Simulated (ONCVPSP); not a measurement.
**u(r) = r·R(r): atom against pseudo-atom (H (Z = 1))**

Columns: radius, all-electron u(r) and pseudo u(r) of the 1s shell (level -6.49 eV) of hydrogen in the configuration 1s1; PBE, scalar-relativistic, ONCV scheme, ONCVPSP 4.0.1.

```json
{"r (bohr)": "0.072", "all-electron": "0.1285", "pseudo": "0.1067"}
{"r (bohr)": "0.145", "all-electron": "0.2403", "pseudo": "0.2111"}
{"r (bohr)": "0.217", "all-electron": "0.3341", "pseudo": "0.3072"}
{"r (bohr)": "0.290", "all-electron": "0.4145", "pseudo": "0.3950"}
{"r (bohr)": "0.362", "all-electron": "0.4809", "pseudo": "0.4702"}
{"r (bohr)": "0.435", "all-electron": "0.5366", "pseudo": "0.5342"}
{"r (bohr)": "0.507", "all-electron": "0.5816", "pseudo": "0.5853"}
{"r (bohr)": "0.580", "all-electron": "0.6182", "pseudo": "0.6256"}
{"r (bohr)": "0.652", "all-electron": "0.6466", "pseudo": "0.6554"}
{"r (bohr)": "0.725", "all-electron": "0.6686", "pseudo": "0.6771"}
{"r (bohr)": "0.798", "all-electron": "0.6846", "pseudo": "0.6917"}
{"r (bohr)": "0.870", "all-electron": "0.6951", "pseudo": "0.7005"}
{"r (bohr)": "0.942", "all-electron": "0.7013", "pseudo": "0.7049"}
{"r (bohr)": "1.015", "all-electron": "0.7036", "pseudo": "0.7058"}
{"r (bohr)": "1.088", "all-electron": "0.7026", "pseudo": "0.7037"}
{"r (bohr)": "1.160", "all-electron": "0.6986", "pseudo": "0.6991"}
{"r (bohr)": "1.232", "all-electron": "0.6923", "pseudo": "0.6924"}
{"r (bohr)": "1.305", "all-electron": "0.6837", "pseudo": "0.6837"}
{"r (bohr)": "1.378", "all-electron": "0.6734", "pseudo": "0.6734"}
{"r (bohr)": "1.450", "all-electron": "0.6617", "pseudo": "0.6617"}
{"r (bohr)": "1.522", "all-electron": "0.6488", "pseudo": "0.6488"}
{"r (bohr)": "1.595", "all-electron": "0.6347", "pseudo": "0.6347"}
{"r (bohr)": "1.668", "all-electron": "0.6197", "pseudo": "0.6197"}
{"r (bohr)": "1.740", "all-electron": "0.6044", "pseudo": "0.6044"}
{"r (bohr)": "1.812", "all-electron": "0.5886", "pseudo": "0.5886"}
{"r (bohr)": "1.885", "all-electron": "0.5722", "pseudo": "0.5722"}
```

Problem. How many radial nodes do the two functions have?

Solution. The all-electron 1s function has n − l − 1 = 0; the pseudo-wave has 0.

Problem. At about which radius was the pseudo-wave matched?

Solution. 1.45 bohr. The columns agree to 0.0005 from 1.23 bohr on; several derivatives are matched, so the curves merge somewhat inside the radius.

Problem. Is the pseudo-wave norm-conserving?

Solution. Yes: the ONCV scheme keeps the norm inside the radius equal to the all-electron one, which fixes the energy derivative of the logarithmic derivative at the level.
